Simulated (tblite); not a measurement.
C₃H₉GaSi.
Atom-mapped SMILES: `[SiH3:1]/[CH:2]=[CH:3]\[CH2:4][GaH2:5]` (hydrogens: H6, H7, H8 on Si1; H9 on C2; H10 on C3; H11, H12 on C4; H13, H14 on Ga5)

Computed with GFN2-xTB (tblite), gas phase: L-BFGS steps from a force-field or distance-geometry start until the largest atomic force falls under 0.01 eV/Å.

Geometry at step 109:
```
atom  x, y, z in Å
Si1    -1.6024    1.1442    0.1113
C2     -1.1799   -0.3185    1.1968
C3     -0.1936   -1.1743    0.9250
C4      0.7241   -1.0752   -0.2339
Ga5     2.1347    0.3720    0.1175
H6     -0.3692    1.7825   -0.4200
H7     -2.3885    0.6109   -1.0168
H8     -2.3479    2.1162    0.9036
H9     -1.7864   -0.4950    2.0754
H10     0.0049   -2.0037    1.5990
H11     1.2622   -2.0152   -0.3970
H12     0.1928   -0.8094   -1.1579
H13     1.9446    1.6750    1.0411
H14     3.6040    0.1901   -0.4864
```

Problem. What forces act on the atoms?

Solution. 
```csv
atom,Fx (eV/Å),Fy (eV/Å),Fz (eV/Å)
Si1,0.057,-0.084,-0.114
C2,0.010,-0.018,-0.008
C3,0.029,-0.017,0.039
C4,-0.020,0.000,-0.063
Ga5,-0.101,0.207,0.109
H6,-0.008,0.004,-0.036
H7,-0.011,0.154,0.008
H8,-0.109,0.057,-0.008
H9,0.041,-0.023,0.044
H10,0.016,-0.019,0.053
H11,-0.021,-0.052,-0.052
H12,0.023,-0.053,0.106
H13,0.091,-0.235,-0.098
H14,0.004,0.077,0.019
```

The largest, 0.27 eV/Å, acts on H13; the rms over all components is 0.076 eV/Å. The forces sum to zero within rounding, as they must for an isolated molecule in no field.

Problem. Give the force on H13 in Eh/bohr and in nN.

Solution. 0.270 eV/Å ÷ 51.422 = 0.00526 Eh/bohr, and 0.270 eV/Å × 1.602 = 0.43 nN.

Problem. How far is this geometry from the end of the optimisation?

Solution. 0.090 eV above it, and 0.384 Å rms away after alignment. The bonds farthest from their final lengths, with half the difference of the two atoms' forces along the bond (positive lengthens):

| bond | now (Å) | final (Å) | force along bond (eV/Å) |
| --- | --- | --- | --- |
| Ga5–H13 | 1.608 | 1.577 | -0.25 |
| Si1–H6 | 1.487 | 1.509 | -0.02 |
| Ga5–H14 | 1.599 | 1.590 | +0.07 |
| Si1–H8 | 1.459 | 1.463 | +0.12 |
| C2=C3 | 1.334 | 1.338 | 0.00 |
| C4–Ga5 | 2.051 | 2.055 | +0.06 |

The angle farthest from its final value is Ga5–C4–H11, 107.0° against 114.0°.

Of the 2 listed bonds off by 0.010 Å or more, this force points towards the final length in 1.

The cost below is that of the whole relaxation. Hardware: an Arm Neoverse N1 with one thread, shared host. Cost: 1.6 s.
